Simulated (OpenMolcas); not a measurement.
Ar5+: effect of the basis set

* Program: OpenMolcas 26.06
* Method: MS-CASPT2, IPEA 0.25 Eh, imaginary shift 0.1 Eh (closed shells correlated: 2s 2p)
* Active space: 3 electrons in 4 orbitals (3s 3p)
* State averaging: 2S+1 = 4 odd, 1 root; 2S+1 = 2 odd, 11 roots; 2S+1 = 4 even, 3 roots; 2S+1 = 2 even, 9 roots
* Spin-orbit coupling: RASSI with atomic mean-field integrals over the reference wave functions, term energies averaged over their components

A. ANO-RCC-VDZP [4s3p1d], DKH2, point nucleus; CASPT2 step roughly 1.3 core-seconds
B. ANO-L-VTZP [5s4p2d1f], non-relativistic, point nucleus; CASPT2 step about 2.8 core-seconds
C. ANO-RCC-VTZP [5s4p2d1f], DKH2, point nucleus; CASPT2 step of the order of 2.8 core-seconds
D. ANO-R2 [5s4p3d1f], X2C, finite nucleus; CASPT2 step of the order of 3 core-seconds
E. ANO-RCC-VQZP [6s5p3d2f1g], DKH2, point nucleus; CASPT2 step of the order of 4 core-seconds
F. ANO-R3 [6s5p4d2f1g], X2C, finite nucleus; CASPT2 step about 4 core-seconds

Energies in cm-1 above 3s2 3p 2P* 1/2, the measured ground level; measured values from Saloman, J. Phys. Chem. Ref. Data 39, 033101 (2010).

```json
{"Level": "3s2 3p 2P* 1/2", "A": "0.0", "B": "0.0", "C": "0.0", "D": "0.0", "E": "0.0", "F": "0.0", "Measured": "0.0"}
{"Level": "3s2 3p 2P* 3/2", "A": "1950", "B": "1973", "C": "2040", "D": "2070", "E": "2010", "F": "2030", "Measured": "2208"}
{"Level": "3s 3p2 4P 1/2", "A": "96200", "B": "94420", "C": "97510", "D": "98160", "E": "97990", "F": "98390", "Measured": "100158"}
{"Level": "3s 3p2 4P 3/2", "A": "96900", "B": "95130", "C": "98250", "D": "98900", "E": "98710", "F": "99110", "Measured": "100958"}
{"Level": "3s 3p2 4P 5/2", "A": "98010", "B": "96250", "C": "99410", "D": "100060", "E": "99840", "F": "100250", "Measured": "102192"}
{"Level": "3s 3p2 2D 3/2", "A": "138530", "B": "133460", "C": "136510", "D": "135200", "E": "135960", "F": "134780", "Measured": "132463"}
{"Level": "3s 3p2 2D 5/2", "A": "138560", "B": "133500", "C": "136550", "D": "135240", "E": "136000", "F": "134820", "Measured": "132575"}
{"Level": "3s 3p2 2S 1/2", "A": "173140", "B": "168230", "C": "170630", "D": "169470", "E": "169880", "F": "169110", "Measured": "169804"}
{"Level": "3s 3p2 2P 1/2", "A": "189750", "B": "184390", "C": "187020", "D": "183960", "E": "185960", "F": "183670", "Measured": "182182"}
{"Level": "3s 3p2 2P 3/2", "A": "191010", "B": "185660", "C": "188330", "D": "185280", "E": "187260", "F": "184980", "Measured": "183577"}
{"Level": "3p3 4S* 3/2", "A": "270230", "B": "264480", "C": "270560", "D": "268820", "E": "270610", "F": "269070", "Measured": "270512"}
{"Level": "3p3 2D* 3/2", "A": "279690", "B": "270880", "C": "276730", "D": "273770", "E": "275960", "F": "273400", "Measured": "260069"}
{"Level": "3p3 2D* 5/2", "A": "279760", "B": "270950", "C": "276810", "D": "273860", "E": "276040", "F": "273480", "Measured": "260273"}
{"Level": "3p3 2P* 1/2", "A": "309440", "B": "300470", "C": "305790", "D": "302670", "E": "304750", "F": "302070", "Measured": "294101"}
{"Level": "3p3 2P* 3/2", "A": "309590", "B": "300640", "C": "305960", "D": "302850", "E": "304920", "F": "302250", "Measured": "294086"}
```

Deviations, from unrounded energies. A percentage is the sum of absolute deviations over the sum of measured energies, with the sign that they share, or ± where signs differ.

```tsv
Against measurement	Levels	A	B	C	D	E	F
mean absolute deviation (cm-1)	14	8100	4700	6000	4400	5300	4100
fine structure of the ground term (%)	1	-11.7	-10.7	-7.8	-6.3	-8.9	-7.9
other configurations (%)	13	±4.5	±2.6	±3.4	±2.5	±3.0	±2.3
```

F lies closest to measurement on these levels and A furthest from it. The largest miss of F in the table is 3p3 2D* 3/2, by +13000 cm-1. The ranking rests on the paired levels alone, and a cruder setting can come out closer through cancelling errors.

The two smallest mean deviations differ by little beside CASPT2's spread within terms, so their order carries little weight.

Among A to F the level of the table that moves most is 3p3 2P* 1/2, by 9000 cm-1 (lowest in B, highest in A). Moves below CASPT2's spread within the term are not significant.

CASPT2 breaks the degeneracy within a term, and the mean is taken; among the terms shown or strongly mixed into the levels shown the widest spread is 3400 cm-1 (3p3 2D*, F). Over all roots computed the reference weight is 0.90 to 0.99 in A, 0.90 to 0.99 in B, 0.90 to 0.99 in C, 0.88 to 0.99 in D, 0.90 to 0.99 in E, 0.88 to 0.99 in F; the roots of lowest weight are the least certain, and an intruder state may touch them. Terms of s pⁿ other than that of highest spin mix with s² pⁿ⁻² d, which this space lacks; all of them can be thousands of cm-1 off, and some have no real level of that name. The basis is small and was not contracted for so high a charge (holds for A). Computed and measured levels are paired by configuration, term and J; levels that our copy of the source lacks, or whose pairing is in doubt (as where it misses far off the trend of its configuration), stay unpaired and out of the deviations. Levels of configurations outside the active space are missing.

* marks odd parity.
